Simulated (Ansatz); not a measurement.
Reaction (substitution at a C–C bond): `SCC1BS1` + `OBF` → `FBOCS` + `B1CS1`

Calculated with Ansatz (gas phase, PBE0-D4/def2-TZVP geometries, no zero-point term in ΔE). CBS: MP2 limit from def2 TZ/QZ plus the TZ coupled-cluster correction, frozen cores. This one scheme is used for every species. DFT in def2-TZVPP. Each species was taken in one conformer, which may not be the lowest.

Task: Is it downhill or uphill in electronic energy at CCSD(T)/CBS, and by how much? (Best estimate.)

Result: Ansatz gave: Uphill: ΔE = +60.1 kJ/mol.

Task: What do these levels give: B2PLYP, revPBE, r2SCANh, CAM-B3LYP, SCS-MP2/def2-TZVPP, MP2/CBS(def2)? (Estimate.)

Result: Computed: B2PLYP 53.1, revPBE 50.3, r2SCANh 53.3, CAM-B3LYP 45.8, SCS-MP2/def2-TZVPP 60.1, MP2/CBS(def2) 69.6 kJ/mol.

Largest T1 diagnostic among the species: 0.016.

The D4 term adds +5.3 kJ/mol with B3LYP and +3.1 kJ/mol with PBE0; it sums over pairs of atoms, weighted by their polarisabilities, and B3LYP, whose exchange is more repulsive, gets the larger term. Leaving LDA and LC-ωPBE aside and taking each functional with its dispersion term where it has one, the values, not all of them listed here, spread over 10.5 kJ/mol, from CAM-B3LYP-D4 to PBE-QIDH. LDA lies +3.1 kJ/mol from PBE without D4. At CCSD(T), def2-SVP lies −3.1 kJ/mol from the extrapolated value and def2-TZVPP −2.7 kJ/mol.

B3LYP here is the variant with VWN-RPA as its local correlation; programs differ in this.
